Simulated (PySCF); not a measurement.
## Dipole response of Bi²⁺ (bismuth, charge +2)

[Xe] 4f14 5d10 6s2 6p1, 2P determinant. Computed with PySCF 2.14 in aug-cc-pV5Z-PP with ECP60MDF (8s8p6d4f3g2h, 139 functions), with a scalar-relativistic core potential. Coupled (time-dependent) response in atomic units; α is the mean over directions.

```
method  mean α (bohr³)         α xx, yy, zz  C₆ (like pair)  S(−4)
  MN15           15.60  14.68, 17.45, 14.68           113.7  61.45
```

S(−4) is the Cauchy moment in α(ω) = α(0) + S(−4) ω² + …

Spin-orbit coupling is absent.

α(iu) at MN15:

```csv
u (hartree),α(iu) (bohr³)
0,15.60
0.0500,15.45
0.100,15.02
0.200,13.57
0.300,11.82
0.500,8.746
0.750,6.256
1.00,4.758
1.50,3.116
2.00,2.237
3.00,1.320
5.00,0.6053
```

A single London oscillator, α(iu) = α/(1 + u²/ω²), gives C₆ = (3/4) ω α². Matching the computed C₆ needs ω = 4 × 113.7 / (3 × 15.60²) = 0.623 hartree.

For an ion, C₆ is the dispersion term alone; charge-induced terms of lower order in 1/R come first.

The components differ because the open shell of this determinant is not spherical; for a pure term their mean is the scalar polarisability.

Energies and moments cover only the electrons outside the core potential. Spin-orbit coupling, absent here, splits the open shell strongly.
